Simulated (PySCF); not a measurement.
Computed shifts of a molecule C10H7FS, PBE/pcSseg-1 in PySCF, GIAO, gas phase, equivalent atoms averaged, in ppm (number of nuclei): ¹⁹F: -148.3 (1). ¹³C: 168.8 (1), 152.5 (1), 139.7 (1), 134.8 (2), 133.7 (1), 130.3 (2), 117.5 (1), 110.7 (1). ¹H: 7.81 (2), 7.68 (2), 7.56 (1), 7.29 (1), 6.69 (1). References: ¹⁹F against CFCl3 (σ = 133.6 ppm); ¹³C against TMS (σ = 182.0 ppm); ³³S against H2S (σ = 706.5 ppm); ¹H against TMS (σ = 31.49 ppm), references at their B3LYP-D3(BJ)/def2-TZVP geometries, non-relativistic. The structure is a stationary point at B3LYP-D3(BJ)/def2-SVP. One conformer was computed; it need not be the lowest.

Question: Pick the molecule that these values belong to.
A. Fc1csc(-c2ccccc2)c1
B. C=Cc1ccc2ccsc2c1F
C. Fc1ccc2cccc(S)c2c1
D. C=Cc1ccc2sc(F)cc2c1

Answer: A, Fc1csc(-c2ccccc2)c1
